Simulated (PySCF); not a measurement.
**Cl(2+) (chlorine, charge +2) across methods**

[Ne] 3s2 3p2 4s1, high-spin 4P determinant (an excited configuration). Calculation: PySCF 2.14, in aug-cc-pwCVQZ; the non-relativistic Hamiltonian (point nucleus).

| method | E (hartree) | mean ε 3s β (eV) | mean ε 3p α (eV) | mean ε 4s α (eV) | Σ⟨r²⟩ (bohr²) | ⟨S²⟩ |
| --- | --- | --- | --- | --- | --- | --- |
| PBE | -457.8333 | -48.412 | -38.151 | -15.424 | 25.91 | 3.753 |
| TPSS | -458.0277 | -48.455 | -38.439 | -15.319 | 26.02 | 3.754 |
| LDA | -456.5161 | -48.628 | -38.051 | -15.561 | 25.82 | 3.751 |
| BHandHLYP | -458.0278 | -51.724 | -41.623 | -16.440 | 26.17 | 3.754 |
| UHF | -457.43360 | -53.370 | -44.932 | -17.414 | 26.76 | 3.760 |
| PBE0 | -457.8635 | -50.039 | -40.039 | -16.023 | 26.05 | 3.754 |
| r2SCAN | -457.9649 | -48.721 | -38.849 | -15.400 | 26.31 | 3.756 |
| M06-2X | -458.0018 | -51.649 | -41.286 | -16.833 | 25.73 | 3.753 |

The outer electron is Rydberg-like, and this basis confines it to a smaller radius and binds it less than a complete one would.
